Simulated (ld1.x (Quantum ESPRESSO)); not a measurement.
# Ranking ultrasoft potentials for chlorine (Cl)

All share these settings but for the change named:

Cl (Z = 17), ultrasoft, made with ld1.x (Quantum ESPRESSO) 7.5 (PBEsol, scalar-relativistic). Core [Ne], reference 3s1 3p6. Waves: 3s (bound): rcut 0.85, rcutus 1.15 bohr; 3s channel at -0.5 Ry: rcut 0.85, rcutus 1.15 bohr; 3p (bound): rcut 0.90, rcutus 1.15 bohr; 3p channel at 0.3 Ry: rcut 0.90, rcutus 1.15 bohr. Local part: all-electron potential smoothed inside 1.00 bohr (lloc = -1). Core correction: a·sin(br)/r model core, default radius (core density twice the valence density). Augmentation charge: PSQ, inside the norm-conserving radii.

Test errors are all-electron minus pseudo excitation energies from the reference, over 3s2 3p5; 3s2 3p4; 3s2 3p3; 3s2 3p5.3; 3s2 3p1; 3s1 3p5; 3s2 3p2. None of these files shows a bound ghost.

The base gives 38.6 meV.

Of 8 variants that were run, those that failed, showed a ghost or another fault, or gave nearly equal values are left out.

Q: Rank these variants by their largest absolute test error, smallest first.
A. all radii but the core radius scaled by about 1.11 (s 1.28, p 1.28 bohr, rcut 0.96/1.00); local potential all-electron potential smoothed inside 1.12 bohr (lloc = -1)
B. all radii but the core radius scaled by about 1.34 (s 1.54, p 1.54 bohr, rcut 1.14/1.20); local potential all-electron potential smoothed inside 1.34 bohr (lloc = -1)
C. all radii but the core radius scaled by about 1.18 (s 1.36, p 1.36 bohr, rcut 1.00/1.06); local potential all-electron potential smoothed inside 1.18 bohr (lloc = -1)

A: A (50.1 meV), C (66.2 meV), B (94.2 meV).
